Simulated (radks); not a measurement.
The numbers below are computed, except where a source is named.
Ionisation of Kr, [Kr], to Kr+, [Ar] 3d10 4s2 4p5, under several functionals. Scalar-relativistic Kohn-Sham, spin-polarised, spherical densities, finite nucleus; open shells are filled with parallel spins first; a radial shooting solver on a logarithmic mesh with Libxc functionals.

[
 {"functional": "HCTH/407", "E(Kr) (hartree)": "-2792.09551", "Exc (hartree)": "-98.47149", "IE (eV)": "14.261", "-e(HOMO) (eV)": "9.462", "<r> HOMO (bohr)": "1.935", "IE error (eV)": "+0.262"},
 {"functional": "LDA (Slater exchange, VWN5 correlation)", "E(Kr) (hartree)": "-2786.83392", "Exc (hartree)": "-93.01455", "IE (eV)": "14.248", "-e(HOMO) (eV)": "9.393", "<r> HOMO (bohr)": "1.944", "IE error (eV)": "+0.249"},
 {"functional": "BLYP", "E(Kr) (hartree)": "-2790.68962", "Exc (hartree)": "-96.91675", "IE (eV)": "13.924", "-e(HOMO) (eV)": "9.093", "<r> HOMO (bohr)": "1.952", "IE error (eV)": "-0.076"},
 {"functional": "exchange-only B88", "E(Kr) (hartree)": "-2788.93885", "Exc (hartree)": "-95.14049", "IE (eV)": "13.015", "-e(HOMO) (eV)": "8.274", "<r> HOMO (bohr)": "1.963", "IE error (eV)": "-0.985"},
 {"functional": "PBEsol", "E(Kr) (hartree)": "-2788.45501", "Exc (hartree)": "-94.65922", "IE (eV)": "14.071", "-e(HOMO) (eV)": "9.240", "<r> HOMO (bohr)": "1.943", "IE error (eV)": "+0.072"},
 {"functional": "exchange-only PBE", "E(Kr) (hartree)": "-2788.48274", "Exc (hartree)": "-94.67186", "IE (eV)": "13.016", "-e(HOMO) (eV)": "8.291", "<r> HOMO (bohr)": "1.968", "IE error (eV)": "-0.983"},
 {"functional": "PW91", "E(Kr) (hartree)": "-2790.80631", "Exc (hartree)": "-97.04713", "IE (eV)": "14.133", "-e(HOMO) (eV)": "9.300", "<r> HOMO (bohr)": "1.945", "IE error (eV)": "+0.133"},
 {"functional": "revPBE", "E(Kr) (hartree)": "-2790.41936", "Exc (hartree)": "-96.65535", "IE (eV)": "14.028", "-e(HOMO) (eV)": "9.207", "<r> HOMO (bohr)": "1.945", "IE error (eV)": "+0.028"},
 {"functional": "exchange-only r2SCAN", "E(Kr) (hartree)": "-2788.96080", "Exc (hartree)": "-95.10357", "IE (eV)": "13.520", "-e(HOMO) (eV)": "8.837", "<r> HOMO (bohr)": "1.946", "IE error (eV)": "-0.479"},
 {"functional": "TASK exchange with Perdew-Wang LDA correlation", "E(Kr) (hartree)": "-2789.99113", "Exc (hartree)": "-96.12040", "IE (eV)": "14.851", "-e(HOMO) (eV)": "10.062", "<r> HOMO (bohr)": "1.918", "IE error (eV)": "+0.851"},
 {"functional": "RPBE", "E(Kr) (hartree)": "-2790.48705", "Exc (hartree)": "-96.72349", "IE (eV)": "14.034", "-e(HOMO) (eV)": "9.216", "<r> HOMO (bohr)": "1.946", "IE error (eV)": "+0.034"}
]

NIST Atomic Spectra Database: 14.000 eV (measured). Closest: revPBE. The Delta-SCF values span 1.84 eV, the total energies 5.26 hartree. The highest occupied level is 4p. Open shells are spherical and high-spin; term and fine-structure splittings are not resolved.
